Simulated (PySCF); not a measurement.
CH3Cl2NbO, SMILES [CH3][Nb](=[O])([Cl])[Cl], multiplicity 1. Coordinates come from a PBE0-D3(BJ)/def2-SVP optimisation. The multiplicity is an assumed one; no other spin state was optimised. The structure was generated by enumeration; whether it is a known compound was not checked. The def2 effective core potentials stand for the cores of Nb; spin–orbit coupling is left out.

### Question
Give the equilibrium geometry at PBE0-D3(BJ)/def2-SVP (PySCF confirms it by a frequency run) as bond lengths and angles, and its point group. (An estimate is asked for; the answer gives what the named calculation found.)

### Answer
point group Cs.
Atoms: Nb1 O2 Cl3 Cl4 C5 H6 H7 H8. Bonds (Å): Nb1–O2 1.678, Nb1–Cl3 2.296, Nb1–Cl4 2.296, Nb1–C5 2.121, C5–H6 1.103, C5–H7 1.103, C5–H8 1.103. Bond angles (°): O2–Nb1–Cl3 110.2, O2–Nb1–Cl4 110.2, O2–Nb1–C5 102.4, Cl3–Nb1–Cl4 117.2, Cl3–Nb1–C5 107.9, Cl4–Nb1–C5 107.9, Nb1–C5–H6 109.5, Nb1–C5–H7 110.3, Nb1–C5–H8 109.5, H6–C5–H7 109.7, H6–C5–H8 108.0, H7–C5–H8 109.7.
